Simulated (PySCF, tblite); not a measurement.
Isomers of C7H10O. Calculated harmonic vibrations of the isolated species, GFN2-xTB (tblite), most abundant isotopes, no scaling. This tight-binding method is rough: wavenumbers can miss measured ones by several per cent, in bad cases by 10 to 20. One conformer each.

Electronic energies: PBE0/pcSseg-1 single points on the GFN2-xTB geometries (PySCF, gas phase).

```tsv
SMILES	electronic energy, lowest = 0 (kJ/mol)
CC1=COC=C(C)C1	0.0
C=COC=C1CCC1	147.5
C=CC(=O)C(=C)CC	43.5
C=C(C)C1=CCOC1	48.7
C#CCC(=C)OCC	194.9
```

**Question.** How do GFN2-xTB zero-point energies change the relative energies?

**Answer.** 
```json
{"SMILES": "CC1=COC=C(C)C1", "ZPE (kJ/mol)": "395.5", "of it from modes above 1550 cm⁻¹": "200.4", "electronic (kJ/mol)": "0.0", "with ZPE, lowest = 0 (kJ/mol)": "0.0", "lowest mode (cm⁻¹)": "61", "rings": "1"}
{"SMILES": "C=CC(=O)C(=C)CC", "ZPE (kJ/mol)": "388.5", "of it from modes above 1550 cm⁻¹": "213.2", "electronic (kJ/mol)": "43.5", "with ZPE, lowest = 0 (kJ/mol)": "36.4", "lowest mode (cm⁻¹)": "37", "rings": "0"}
{"SMILES": "C=C(C)C1=CCOC1", "ZPE (kJ/mol)": "392.3", "of it from modes above 1550 cm⁻¹": "199.2", "electronic (kJ/mol)": "48.7", "with ZPE, lowest = 0 (kJ/mol)": "45.4", "lowest mode (cm⁻¹)": "52", "rings": "1"}
{"SMILES": "C=COC=C1CCC1", "ZPE (kJ/mol)": "392.3", "of it from modes above 1550 cm⁻¹": "202.0", "electronic (kJ/mol)": "147.5", "with ZPE, lowest = 0 (kJ/mol)": "144.2", "lowest mode (cm⁻¹)": "53", "rings": "1"}
{"SMILES": "C#CCC(=C)OCC", "ZPE (kJ/mol)": "386.2", "of it from modes above 1550 cm⁻¹": "206.8", "electronic (kJ/mol)": "194.9", "with ZPE, lowest = 0 (kJ/mol)": "185.5", "lowest mode (cm⁻¹)": "9", "rings": "0"}
```

The zero-point energies span 9.3 kJ/mol, from `C#CCC(=C)OCC` to `CC1=COC=C(C)C1`. The order is unchanged.

**Question.** And how do the electronic energies of GFN2-xTB itself compare?

**Answer.** `CC1=COC=C(C)C1` 0.0; `C=CC(=O)C(=C)CC` 137.2; `C=C(C)C1=CCOC1` 65.5; `C=COC=C1CCC1` 123.8; `C#CCC(=C)OCC` 200.1 kJ/mol, lowest = 0. Against the energies above, taken from the same isomer `CC1=COC=C(C)C1`, the largest difference is 93.7 kJ/mol.

**Question.** What do entropy and thermal enthalpy add at 298.15 K and 1 bar (rigid rotor, harmonic oscillator, one conformer each)?

**Answer.** 
```
         SMILES  point group  symmetry number  S (J/(mol K))  H − H(0) (kJ/mol)  ZPE + H − H(0) − TS (kJ/mol)
 CC1=COC=C(C)C1          C2v                2          365.5              24.44                         311.0
C=CC(=O)C(=C)CC           C1                1          402.6              27.36                         295.9
 C=C(C)C1=CCOC1           Cs                1          375.4              24.45                         304.8
   C=COC=C1CCC1           Cs                1          384.5              25.09                         302.7
```

Not tabulated: `C#CCC(=C)OCC` (lowest mode only 9 cm⁻¹).
